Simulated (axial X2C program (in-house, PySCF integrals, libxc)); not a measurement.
# Low determinants of GaP⁺ at the PBE0 level, two-component

Calculated with an in-house all-electron X2C program for linear molecules (integrals from PySCF). Two-component (2c) means X2C with spin–orbit coupling and atomic mean-field two-electron Coulomb and Gaunt terms. Basis: Ga dyall-cv3z [9s9p7d4f1g], P dyall-v3z [8s7p2d1f] (cores contracted in-house); Gaussian nuclei, density fitting, unrestricted open shells. Masses: Ga 68.926 u, P 30.974 u.

Search at 2.669 Å (vertical energies from the lowest determinant):

| ΔE (eV) | state | electrons beyond evenly filled partner blocks | electrons in ±ω = 1/2, 3/2, 5/2, 7/2 |
| --- | --- | --- | --- |
| 0.00 | Ω = 3/2 | ω = 3/2 | 32 11 2 0 |
| 0.50 | Ω = 1/2 | 2 × ω = -1/2, ω = 3/2 | 32 11 2 0 |
| 1.27 | Ω = 1/2 | ω = 1/2 | 33 10 2 0 |
| 1.31 | Ω = 5/2 | 2 × ω = 1/2, ω = 3/2 | 32 11 2 0 |
| 1.35 | Ω = 1/2 | ω = 1/2 | 31 12 2 0 |
| 4.10 | Ω = 5/2 | ω = -1/2, 2 × ω = 3/2 | 31 12 2 0 |
| 4.85 | Ω = 7/2 | ω = 1/2, 2 × ω = 3/2 | 31 12 2 0 |

Lowest determinant, Ω = 3/2 (⟨Sz⟩ = 1.50, ⟨Lz⟩ = 0.00 at PBE0): Re = 2.650 Å, ωe = 148.9 cm⁻¹.

The determinant in row 2 of the search, Ω = 1/2 (⟨Sz⟩ = 0.50, ⟨Lz⟩ = 0.00 at PBE0), was followed along the bond at PBE0; measured from the minimum of the lowest determinant it gives:

Te = 0.470 eV (3792 cm⁻¹), Re = 2.504 Å, ωe = 195.7 cm⁻¹.

**Question.** Compare the bond of the determinant in row 2 with that of the lowest one.

**Answer.** At PBE0 its Re is 0.146 Å shorter and its force constant, which goes as ωe², is 1.73 times that of the lowest determinant. This determinant mixes spin states, so it has no term energy of its own.

The search compares states at one distance, so a state with another bond length can lie lower; it is not exhaustive and yields mostly the lowest determinant of each block pattern, so other components and higher states of one pattern are missing. These are energies of single determinants, not of spin-adapted states; PBE0 term energies can be off by some tenths of an eV, and the functional has no current term. The lowest determinant need not be the ground state where others lie within half an eV.
